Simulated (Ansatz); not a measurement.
This geometry of CH₆GaNO (10 atoms, charge 0, multiplicity 1) is a first-order saddle point.

Computed with RKS PBE/def2-SVP in Ansatz.

```xyz
10
Properties=species:S:1:pos:R:3
Ga -0.313 -0.514 -0.261
N -0.262 1.470 -0.888
O -1.335 -0.582 -1.673
H -0.956 0.751 -1.611
C 0.625 -1.211 1.307
H -0.757 2.216 -0.380
H 0.573 1.884 -1.326
H 0.462 -2.301 1.406
H 0.253 -0.702 2.217
H 1.710 -1.011 1.209
```

Problem. Which two structures does it join? (They come from a converged band through this point; their orientation in space is the band's.)

Solution. Bonds broken: O3–H4. Bonds formed: N2–H4.

Image 0:

```xyz
10
Properties=species:S:1:pos:R:3
Ga -0.247 -0.029 -0.220
N 0.254 1.652 -0.749
O -1.643 -0.783 -1.099
H -2.025 -0.200 -1.778
C 0.620 -1.102 1.175
H -0.263 2.230 -1.413
H 0.972 2.195 -0.266
H 0.766 -2.137 0.810
H -0.033 -1.146 2.070
H 1.599 -0.681 1.473
```

Image 8:

```xyz
10
Properties=species:S:1:pos:R:3
Ga -0.424 -0.799 -0.363
N -0.273 1.410 -0.830
O -1.409 -1.042 -1.718
H -0.877 1.184 -1.644
C 0.628 -1.127 1.260
H -0.751 2.114 -0.250
H 0.603 1.825 -1.175
H 0.501 -2.174 1.596
H 0.301 -0.446 2.070
H 1.701 -0.945 1.055
```

Problem. How far does it lie above each of them?

Solution. 1.42 eV above the first and 0.20 eV above the second. This is the barrier of this one path; another mechanism may lie lower. The orbitals stay closed-shell, which can raise the energy where a bond breaks towards radicals; this wasn't checked here.

Time of the run: 2.9 min on 2 threads of Arm Neoverse V2, with other jobs on the host, peak memory 0.15 GiB.
